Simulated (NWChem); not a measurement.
The numbers come from NWChem runs, not from measurements. System: pentafluoroethane (C₂HF₅), charge 0, spin multiplicity 1, at a geometry optimised with B3LYP/def2-SVP. Level: MP2/def2-SVP, 7 core orbitals frozen.

Part of the output:

```
             Northwest Computational Chemistry Package (NWChem) 7.3.0
             --------------------------------------------------------

                                NWChem Input Module
                                -------------------

 Scaling coordinates for geometry "geometry" by  1.889725989
 (inverse scale =  0.529177249)

 Turning off AUTOSYM since
 SYMMETRY directive was detected!

                             Geometry "geometry" -> ""
                             -------------------------

 Output coordinates in angstroms (scale by  1.889725989 to convert to a.u.)

  No.       Tag          Charge          X              Y              Z
 ---- ---------------- ---------- -------------- -------------- --------------
    1 F                    9.0000    -0.42555500    -1.39762500    -1.09814200
    2 C                    6.0000     0.20550300    -0.94029700     0.00000000
    3 F                    9.0000    -0.42555500    -1.39762500     1.09814200
    4 C                    6.0000     0.15726800     0.59533100     0.00000000
    5 F                    9.0000    -1.09641000     1.04263300     0.00000000
    6 F                    9.0000     0.78319100     1.06285700     1.08503600
    7 F                    9.0000     0.78319100     1.06285700    -1.08503600
    8 H                    1.0000     1.25360400    -1.28808100     0.00000000

 Effective nuclear repulsion energy (a.u.)     359.4528782660

            Nuclear Dipole moment (a.u.)
            ----------------------------
        X                 Y               Z
 ---------------- ---------------- ----------------
    -0.0000226767    -0.0000075589     0.0000000000

      Symmetry information
      --------------------

 Group name             Cs
 Group number              2
 Group order               2
 No. of unique centers     6

      Symmetry unique atoms

     1    2    4    5    6    8


 Summary of "ao basis" -> "" (spherical)
 ------------------------------------------------------------------------------
       Tag                 Description            Shells   Functions and Types
 ---------------- ------------------------------  ------  ---------------------
 *                          def2-svp                  on all atoms

 Summary of "ao basis" -> "ao basis" (spherical)
 ------------------------------------------------------------------------------
       Tag                 Description            Shells   Functions and Types
 ---------------- ------------------------------  ------  ---------------------
 F                          def2-svp                 6       14   3s2p1d
 C                          def2-svp                 6       14   3s2p1d
 H                          def2-svp                 3        5   2s1p

                                 NWChem SCF Module
                                 -----------------

  ao basis        = "ao basis"
  functions       =   103
  atoms           =     8
  closed shells   =    29
  open shells     =     0
  charge          =   0.00
  wavefunction    = RHF
  use symmetry    = T
  symmetry adapt  = T

 Summary of "ao basis" -> "ao basis" (spherical)
 ------------------------------------------------------------------------------
       Tag                 Description            Shells   Functions and Types
 ---------------- ------------------------------  ------  ---------------------
 F                          def2-svp                 6       14   3s2p1d
 C                          def2-svp                 6       14   3s2p1d
 H                          def2-svp                 3        5   2s1p

      Symmetry analysis of basis
      --------------------------

        a'         62
        a"         41

 Forming initial guess at       0.0s

      Superposition of Atomic Density Guess
      -------------------------------------

 Sum of atomic energies:        -572.21145690

      Non-variational initial energy
      ------------------------------

 Total energy =    -574.327907
 1-e energy   =   -1513.532767
 2-e energy   =     579.751982
 HOMO         =      -0.351679
 LUMO         =       0.185632

      Symmetry analysis of molecular orbitals - initial
      -------------------------------------------------
[...]
     7     -0.244013  1 F  px                35     -0.244013  3 F  px
    99      0.241738  8 H  s                 18      0.237276  2 C  px
    17      0.184358  2 C  s                 75     -0.180759  6 F  py
    89     -0.180759  7 F  py

 Vector   29  Occ=2.000000D+00  E=-5.641304D-01  Symmetry=a'
              MO Center=  1.3D-01, -5.3D-01,  1.9D-15, r^2= 2.4D+00
   Bfn.  Coefficient  Atom+Function         Bfn.  Coefficient  Atom+Function
  ----- ------------  ---------------      ----- ------------  ---------------
    19      0.309402  2 C  py                47     -0.306703  4 C  py
    99     -0.260488  8 H  s                  5      0.237528  1 F  py
    33      0.237528  3 F  py                61     -0.195410  5 F  py
     8     -0.184305  1 F  py                36     -0.184305  3 F  py
    18     -0.179821  2 C  px                44      0.170313  4 C  s

 Vector   30  Occ=0.000000D+00  E= 1.826780D-01  Symmetry=a'
              MO Center=  1.6D+00, -1.4D+00, -6.5D-16, r^2= 2.4D+00
   Bfn.  Coefficient  Atom+Function         Bfn.  Coefficient  Atom+Function
  ----- ------------  ---------------      ----- ------------  ---------------
   100      2.334196  8 H  s                 17     -1.859485  2 C  s
    21     -1.037782  2 C  px                45      0.514418  4 C  s
    18     -0.289117  2 C  px                50     -0.158359  4 C  py

 Vector   31  Occ=0.000000D+00  E= 2.576128D-01  Symmetry=a"
              MO Center=  3.0D-01, -4.7D-01, -3.8D-15, r^2= 2.3D+00
   Bfn.  Coefficient  Atom+Function         Bfn.  Coefficient  Atom+Function
  ----- ------------  ---------------      ----- ------------  ---------------
    23      1.019470  2 C  pz                 3      0.537593  1 F  s
    31     -0.537593  3 F  s                 20      0.355454  2 C  pz
    51      0.336385  4 C  pz                48      0.294060  4 C  pz
    73     -0.241737  6 F  s                 87      0.241737  7 F  s
     7      0.218451  1 F  px                35     -0.218451  3 F  px

 Vector   32  Occ=0.000000D+00  E= 2.761085D-01  Symmetry=a'
              MO Center=  2.8D-01, -5.3D-01,  4.3D-16, r^2= 2.9D+00
   Bfn.  Coefficient  Atom+Function         Bfn.  Coefficient  Atom+Function
  ----- ------------  ---------------      ----- ------------  ---------------
    22      1.012607  2 C  py                49      0.839776  4 C  px
    45     -0.599274  4 C  s                100      0.581525  8 H  s
    59      0.515195  5 F  s                 17     -0.464836  2 C  s
     3      0.427266  1 F  s                 31      0.427266  3 F  s
    50      0.425332  4 C  py                46      0.290750  4 C  px

 center of mass
 --------------
 x =  -0.02557979 y =   0.02599155 z =   0.00000000

 moments of inertia (a.u.)
 ------------------
         874.428040655222        -106.096699095702           0.000000000000
        -106.096699095702         521.183475309884           0.000000000000
           0.000000000000           0.000000000000         748.858238992069

  Mulliken analysis of the total density
  --------------------------------------

    Atom       Charge   Shell Charges
 -----------   ------   -------------------------------------------------------
    1 F    9     9.32   1.99  1.13  0.81  3.34  2.05  0.01
    2 C    6     5.38   1.99  0.91  0.09  1.86  0.39  0.14
    3 F    9     9.32   1.99  1.13  0.81  3.34  2.05  0.01
    4 C    6     5.17   1.99  0.91 -0.01  1.78  0.30  0.20
    5 F    9     9.28   1.99  1.13  0.80  3.34  2.01  0.01
    6 F    9     9.29   1.99  1.13  0.80  3.34  2.02  0.01
    7 F    9     9.29   1.99  1.13  0.80  3.34  2.02  0.01
    8 H    1     0.94   0.77  0.14  0.02

       Multipole analysis of the density wrt the origin
       ------------------------------------------------

     L   x y z        total         open         nuclear
     -   - - -        -----         ----         -------
     0   0 0 0      0.000000      0.000000     58.000000

     1   1 0 0      0.659194      0.000000     -0.000023
     1   0 1 0     -0.289069      0.000000     -0.000008
     1   0 0 1     -0.000000      0.000000      0.000000

     2   2 0 0    -26.638008      0.000000     96.751127
     2   1 1 0     -2.111312      0.000000     47.097294
     2   1 0 1      0.000000      0.000000      0.000000
     2   0 2 0    -27.951664      0.000000    265.575557
     2   0 1 1     -0.000000      0.000000      0.000000
     2   0 0 2    -29.299990      0.000000    153.191308

                   NWChem MP2 Semi-direct Energy/Gradient Module
                   ---------------------------------------------

  Basis functions       =    103
  Molecular orbitals    =    103
  Frozen core           =      7
  Frozen virtuals       =      0
  Active alpha occupied =     22
  Active beta occupied  =     22
  Active alpha virtual  =     74
  Active beta virtual   =     74
  Use MO symmetry       = T
  Use skeleton AO sym   = T

  AO/Fock/Back tols     =   1.0D-09  1.0D-09  1.0D-09

 GA uses MA = F    GA memory limited = T

 Available:
  local mem=  1.26D+08
 global mem=  1.44D+08
 local disk=  0.00D+00
  mp2_memr nvloc                    74
  nvloc new                    74
   1 passes of  22:        3145728                      63156                  28070611.
   1 passes of  22: M    126140787           G      144157982           F     122995059.

 Semi-direct pass number   1 of   1  for RHF alpha+beta  at        1.2s
  vrange nnbf                  5068
  mp2_eaftype                   107  avail_ma_in_mb                  1099
 EAF : mp2_eaftype filesize         107   14035305.
  mp2_eaf for mointskh                    107
Node 0 wrote     66.0 Mb in      0.0 s     Agg I/O rate:  4028.1 Mb/s
 Done moints_semi at        2.8s
  mp2_eaftype                   107  avail_ma_in_mb                   992
 EAF : mp2_eaftype filesize         107   14035305.
  mp2_eaf for kh                   107
 Done maket at        3.0s
 Done multipass loop at        3.0s

          -------------------------------------------
          SCF energy                -573.055193853913
          Correlation energy          -1.174623435965
          Singlet pairs               -0.690647263302
          Triplet pairs               -0.483976172663
          Total MP2 energy          -574.229817289878
          -------------------------------------------

          ---------------------------------------------------
                    Spin Component Scaled (SCS) MP2
          Same spin pairs                     -0.322650781775
          Same spin scaling factor             0.333333333333
          Opposite spin pairs                 -0.851972654190
          Opposite spin scaling fact.          1.200000000000
          SCS-MP2 correlation energy          -1.129917445620
          Total SCS-MP2 energy              -574.185111299532
          ---------------------------------------------------

 -----------------------
 Performance information
 -----------------------

 Timer overhead =  1.40D-07 seconds/call

               Nr. of calls         CPU time (s)                 Wall time (s)                GFlops
             ---------------    -------------------     ------------------------------   -------------------
Name         Min   Avg   Max    Min     Avg     Max     Min     Avg     Max   Mx/calls   Min     Max     Sum
mp2: moin     1     1     1    1.6     1.6     1.6      1.6     1.6     1.6     1.6      0.0     0.0     0.0
mp2: make     1     1     1   0.19    0.19    0.19     0.19    0.19    0.19    0.19      0.0     0.0     0.0
mp2: tota     1     1     1    1.9     1.9     1.9      1.9     1.9     1.9     1.9      0.0     0.0     0.0

 The average no. of pstat calls per process was 3.00D+00
 with a timing overhead of 4.19D-07s

 Task  times  cpu:        3.0s     wall:        3.0s

 Total times  cpu:        3.0s     wall:        3.0s
```

Question: Write an NWChem input that would produce this output.

Answer: One answer among several that fit: 
```
start mol
memory heap 200 mb stack 900 mb global 1100 mb
geometry units angstroms nocenter noautoz
  F     -0.425555    -1.397625    -1.098142
  C      0.205503    -0.940297     0.000000
  F     -0.425555    -1.397625     1.098142
  C      0.157268     0.595331     0.000000
  F     -1.096410     1.042633     0.000000
  F      0.783191     1.062857     1.085036
  F      0.783191     1.062857    -1.085036
  H      1.253604    -1.288081     0.000000
  symmetry group Cs
end
basis spherical
  * library def2-svp
end
scf
  rhf
  nopen 0
  maxiter 100
  thresh 1e-7
  semidirect memsize 60000000 filesize 0
end
mp2
  freeze core 7
end
task mp2 energy
```
